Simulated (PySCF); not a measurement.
# How methods differ on the excitation energy of Ga²⁺

Ga²⁺ [Ar] 3d10 4s1 (2S) → Ga²⁺ [Ar] 3d10 4p1 (2P), as a difference of total energies. Calculation: PySCF 2.14, in x2c-QZVPPall with one added diffuse shell each of s, p, d, f type (12s8p6d5f1g, 110 functions); scalar relativity by spin-free X2C-1e. Correlated levels: valence and next inner shell: [Ne] frozen. The calculations carry no spin-orbit coupling.

| method | excitation energy (cm⁻¹) |
| --- | --- |
| UHF | 63856 |
| LDA | 67993 |
| PBE | 66551 |
| PBE0 | 66044 |
| r2SCAN | 66007 |
| r2SCANh | 65961 |
| LC-wPBE | 66820 |
| M06-L | 65268 |
| MP2 (valence and next inner shell) | 67087 |
| SCS-MP2 (valence and next inner shell) | 66514 |

A first-order spin-orbit estimate (lowest level to lowest level, LS coupling) adds -0.119 eV.
